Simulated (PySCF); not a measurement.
CH5BrGaNO, singlet, geometry from GFN2-xTB (such geometries of metal compounds can be far from the true shape); CASSCF(6,4)/STO-3G run with PySCF.

The PySCF input:
```python
from pyscf import gto, scf, mcscf
import numpy

mol = gto.M(
    atom='''
Ga    0.52629854    0.22233862    0.00214469
Br   -1.60428428   -0.05605904    0.67447190
O     0.81923501   -0.78809870   -1.38646626
C     1.83236493   -1.16047167   -2.29740100
H     1.94056187   -2.24735438   -2.27004300
H     1.53406669   -0.85252062   -3.30262886
H     2.79658165   -0.70429322   -2.05740473
N     1.72475889    1.23245978    0.96183743
H     1.37217102    1.94768886    1.58632611
H     2.56993219    1.56645006    0.51402236
''',
    basis='sto-3g',
    verbose=4,
)

mf = scf.RHF(mol)
mf.kernel()
mc = mcscf.CASSCF(mf, 4, 6)
mc.fix_spin_(ss=0.0)
mc.kernel()
occ = numpy.linalg.eigvalsh(mc.fcisolver.make_rdm1(mc.ci, mc.ncas, mc.nelecas))[::-1]
ss = mc.fcisolver.spin_square(mc.ci, mc.ncas, mc.nelecas)[0]
print('natural occupations', occ.round(4), ' <S^2>', round(ss, 4))
```

Output, abridged:

```
PySCF version 2.14.0

[INPUT] verbose = 4
[INPUT] num. atoms = 10
[INPUT] num. electrons = 92
[INPUT] charge = 0
[INPUT] spin (= nelec alpha-beta = 2S) = 0
[INPUT] symmetry False subgroup None
[INPUT] Mole.unit = angstrom
[INPUT] Symbol           X                Y                Z      unit          X                Y                Z       unit  Magmom
[...]
nuclear repulsion = 641.38538544503
number of shells = 30
number of NR pGTOs = 168
number of NR cGTOs = 56
basis = sto-3g
ecp = {}

******** <class 'pyscf.scf.hf.RHF'> ********
method = RHF
initial guess = minao
damping factor = 0
level_shift factor = 0
DIIS = <class 'pyscf.scf.diis.CDIIS'>
diis_start_cycle = 1
diis_space = 8
diis_damp = 0
SCF conv_tol = 1e-09
SCF conv_tol_grad = None
SCF max_cycles = 50
direct_scf = True
direct_scf_tol = 1e-13
Set gradient conv threshold to 3.16228e-05
Initial guess from minao.
init E= -4607.69626061777
[...]
cycle= 1 E= -4613.36530472427  delta_E= -5.67  |g|= 0.621  |ddm|= 3.81
[...]
cycle= 2 E= -4613.53445435543  delta_E= -0.169  |g|=  0.2  |ddm|= 1.25
[...]
cycle= 3 E= -4613.55004240546  delta_E= -0.0156  |g|= 0.0657  |ddm|= 0.387
[...]
cycle= 4 E= -4613.55195443141  delta_E= -0.00191  |g|= 0.0152  |ddm|= 0.121
[...]
cycle= 5 E= -4613.55213117713  delta_E= -0.000177  |g|= 0.00464  |ddm|= 0.0472
[...]
cycle= 6 E= -4613.55215347954  delta_E= -2.23e-05  |g|= 0.00236  |ddm|= 0.0147
[...]
cycle= 7 E= -4613.55216269219  delta_E= -9.21e-06  |g|= 0.000878  |ddm|= 0.013
[...]
cycle= 8 E= -4613.55216421037  delta_E= -1.52e-06  |g|= 0.000421  |ddm|= 0.00494
[...]
cycle= 9 E= -4613.5521646161  delta_E= -4.06e-07  |g|= 0.000148  |ddm|= 0.00297
[...]
cycle= 10 E= -4613.55216466596  delta_E= -4.99e-08  |g|= 6.46e-05  |ddm|= 0.000949
[...]
cycle= 11 E= -4613.55216467602  delta_E= -1.01e-08  |g|= 1.96e-05  |ddm|= 0.000503
[...]
cycle= 12 E= -4613.55216467685  delta_E= -8.3e-10  |g|= 5.96e-06  |ddm|= 0.000143
[...]
Extra cycle  E= -4613.5521646769  delta_E= -5e-11  |g|= 3.89e-06  |ddm|= 1.77e-05
converged SCF energy = -4613.5521646769

******** <class 'pyscf.mcscf.mc1step.CASSCF'> ********
CAS (3e+3e, 4o), ncore = 43, nvir = 9
max_cycle_macro = 50
max_cycle_micro = 4
conv_tol = 1e-07
conv_tol_grad = None
orbital rotation max_stepsize = 0.02
orbital rotation threshold for CI restart = 0.01
augmented hessian ah_max_cycle = 30
augmented hessian ah_conv_tol = 1e-12
augmented hessian ah_linear dependence = 1e-14
augmented hessian ah_level shift = 1e-08
[...]
CASCI E = -4613.55489541764  S^2 = 0.0000000
[...]
macro iter  40 (  7 JK    2 micro), CASSCF E = -4613.56881898674  dE = -6.49189313e-04  S^2 = 0.0000000
               |grad[o]|=0.0125  |grad[c]|=0.0246  |ddm|=0.0326  |maxRot[o]|=0.0697
macro iter  41 (  7 JK    2 micro), CASSCF E = -4613.56949224830  dE = -6.73261559e-04  S^2 = 0.0000000
               |grad[o]|=0.0128  |grad[c]|=0.0348  |ddm|=0.0474  |maxRot[o]|=0.0672
macro iter  42 ( 16 JK    4 micro), CASSCF E = -4613.56963904534  dE = -1.46797036e-04  S^2 = 0.0000000
               |grad[o]|= 0.01  |grad[c]|=0.0967  |ddm|=0.0491  |maxRot[o]|=0.0801
macro iter  43 ( 15 JK    4 micro), CASSCF E = -4613.56939035970  dE =  2.48685635e-04  S^2 = 0.0000000
               |grad[o]|=0.0114  |grad[c]|=0.124  |ddm|=0.0229  |maxRot[o]|=0.113
macro iter  44 ( 21 JK    4 micro), CASSCF E = -4613.56956937419  dE = -1.79014483e-04  S^2 = 0.0000000
               |grad[o]|=0.00509  |grad[c]|=0.00274  |ddm|=0.00298  |maxRot[o]|=0.0251
macro iter  45 ( 21 JK    4 micro), CASSCF E = -4613.56948283241  dE =  8.65417805e-05  S^2 = 0.0000000
               |grad[o]|=0.00406  |grad[c]|=0.00819  |ddm|=0.00266  |maxRot[o]|=0.049
macro iter  46 ( 21 JK    4 micro), CASSCF E = -4613.56956797650  dE = -8.51440973e-05  S^2 = 0.0000000
               |grad[o]|=0.00352  |grad[c]|=0.00143  |ddm|=0.00124  |maxRot[o]|=0.0146
macro iter  47 ( 21 JK    4 micro), CASSCF E = -4613.56961752289  dE = -4.95463873e-05  S^2 = 0.0000000
               |grad[o]|=0.00321  |grad[c]|=0.00445  |ddm|=0.00257  |maxRot[o]|=0.0123
macro iter  48 (  7 JK    2 micro), CASSCF E = -4613.56972720379  dE = -1.09680901e-04  S^2 = 0.0000000
               |grad[o]|=0.00294  |grad[c]|=0.00836  |ddm|=0.00335  |maxRot[o]|=0.0445
macro iter  49 (  7 JK    2 micro), CASSCF E = -4613.56984349314  dE = -1.16289351e-04  S^2 = 0.0000000
               |grad[o]|=0.00263  |grad[c]|=0.0144  |ddm|=0.00603  |maxRot[o]|=0.0558
macro iter  50 (  7 JK    2 micro), CASSCF E = -4613.56990967872  dE = -6.61855765e-05  S^2 = 0.0000000
               |grad[o]|=0.00217  |grad[c]|=0.0165  |ddm|=0.00654  |maxRot[o]|=0.0609
1-step CASSCF not converged,  50 macro (655 JK 151 micro) steps
CASSCF canonicalization
Density matrix diagonal elements [1.964663   1.99025491 1.99255702 0.05252508]
CASSCF energy = -4613.56990967872
CASCI E = -4613.56990967872  E(CI) = -13.4255142854136  S^2 = 0.0000000
natural occupations [2.     1.9937 1.9665 0.0398]  <S^2> 0.0
```

Convergence was not reached.
